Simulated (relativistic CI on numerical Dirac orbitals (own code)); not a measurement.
# Calculated levels, Sn⁴⁹⁺

These numbers are calculated, not measured: Dirac equation for one electron, model QED (radiative potential, 1s self-energy scaled to tabulated hydrogen-like ionisation energies) (own radial code, finite nucleus).

Configurations in the expansion: 1s, 2s, 2p, 3s, 3p, 3d, 4s, 4p, 4d, 4f, 5s, 5p, 5d, 5f, 5g, 6s, 6p, 6d. Levels of other configurations are missing.

The lowest level is 1s 2S_1/2, with 100 % of that term; Hund's rules for 1s give 2S with J = 1/2, in agreement.

```
No.  Configuration  Term    J  E (10³ cm⁻¹)    %  Landé g
  1             1s    2S  1/2             0  100    1.910
  2             2p   2P°  1/2        212191  100    0.643
  3             2s    2S  1/2        212235  100    1.979
  4             2p   2P°  3/2        214686  100    1.316
  5             3p   2P°  1/2        252280  100    0.656
  6             3s    2S  1/2        252293  100    1.992
  7             3d    2D  3/2        253019  100    0.792
  8             3p   2P°  3/2        253021  100    1.326
  9             3d    2D  5/2        253251  100    1.193
 10             4p   2P°  1/2        266207  100    0.660
 11             4s    2S  1/2        266213  100    1.997
 12             4d    2D  3/2        266518  100    0.795
 13             4p   2P°  3/2        266519  100    1.330
 14             4f   2F°  5/2        266616  100    0.853
 15             4d    2D  5/2        266616  100    1.196
 16             4f   2F°  7/2        266664  100    1.139
 17             5p   2P°  1/2        272610  100    0.662
 18             5s    2S  1/2        272613  100    1.999
 19             5d    2D  3/2        272769  100    0.797
 20             5p   2P°  3/2        272769  100    1.331
 21             5f   2F°  5/2        272819  100    0.854
 22             5d    2D  5/2        272819  100    1.198
 23             5g    2G  7/2        272843  100    0.886
 24             5f   2F°  7/2        272843  100    1.140
 25             5g    2G  9/2        272858  100    1.109
 26             6p   2P°  1/2        276070  100    0.663
 27             6s    2S  1/2        276071  100    2.000
 28             6d    2D  3/2        276161  100    0.798
 29             6p   2P°  3/2        276162  100    1.332
 30             6d    2D  5/2        276190  100    1.199
```

Energies count from the lowest computed level; ° marks odd parity.
